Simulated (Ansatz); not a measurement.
`FCOB[SiH2]S` and `CNBOCF` differ in one atom or group.

Ansatz, PBE0-D4/def2-TZVP geometries, multiplicity 1. Each molecule was computed in one conformer, which needn't be the lowest.

```csv
property,`FCOB[SiH2]S`
HOMO–LUMO gap (PBE/def2-TZVPP) / eV,3.53
HOMO–LUMO gap (PBE0/def2-TZVPP) / eV,5.65
HOMO energy (ωB97M-V/def2-TZVPP) / eV,-9.33
HOMO energy (PBE0/def2-TZVPP) / eV,-7.19
HOMO–LUMO gap (ωB97M-V/def2-TZVPP) / eV,9.73
size of the dipole moment (PBE/def2-TZVPP) / D,2.75
```

Q: Give the same properties after the change, and the shifts. (Best estimate.)

A: Computed: 
```csv
property,`CNBOCF`,shift
HOMO–LUMO gap (PBE/def2-TZVPP) / eV,6.01,2.48
HOMO–LUMO gap (PBE0/def2-TZVPP) / eV,8.30,2.65
HOMO energy (ωB97M-V/def2-TZVPP) / eV,-9.87,-0.54
HOMO energy (PBE0/def2-TZVPP) / eV,-7.53,-0.34
HOMO–LUMO gap (ωB97M-V/def2-TZVPP) / eV,12.20,2.47
size of the dipole moment (PBE/def2-TZVPP) / D,1.93,-0.82
```

With PBE0 the HOMO falls by 0.34 eV and the LUMO rises by 2.31 eV, so the gap widens by about 2.65 eV. PBE moves the HOMO by -0.18 eV and ωB97M-V by -0.54 eV. Dipoles are sizes alone; their direction can turn.
